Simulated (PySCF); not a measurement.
A structure optimised at PBE0-D3(BJ)/def2-SVP, used in a PySCF frequency run:

```xyz
9

Cd     0.0870    -0.5663     0.0000
N     -0.5265    -2.4770     0.0000
H     -0.2457    -3.0151     0.8179
H     -0.2457    -3.0151    -0.8179
S      0.6302     1.7076     0.0000
C     -1.0107     2.5150     0.0000
H     -1.5965     2.2704    -0.8969
H     -0.8232     3.5981     0.0000
H     -1.5965     2.2704     0.8969
```
Charge 0, spin multiplicity 1.

**Question.** Write its SMILES, formula and point group.

**Answer.** C[S][Cd][NH2], CH₅CdNS, Cs

**Question.** What are its rotational constants (standard atomic weights)?

**Answer.** 13.224, 1.5055, 1.3735 GHz
